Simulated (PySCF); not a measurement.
# Electron correlation in Tb⁺ (terbium, charge +1)

[Xe] 4f8 5d1 6s1, one real determinant (an excited configuration). Calculation: PySCF 2.14, in cc-pVDZ-X2C (8s7p5d3f1g, 84 functions); scalar relativity by spin-free X2C-1e. Frozen: [Kr] 4d10; 18 electrons correlated.

| level | correlation energy (mhartree) |
| --- | --- |
| CCSD | -475.01 |
| (T) | -13.76 |
| CCSD(T) | -488.77 |

Diagnostics: T1 = 0.010, D1 = 0.0334, largest double amplitude 0.035.

**Question.** Is a single reference adequate?

**Answer.** Yes, within this model without spin-orbit coupling: T1 lies below 0.03 and no double amplitude reaches 0.07.

The reference is one real determinant that mixes LS terms of this configuration.
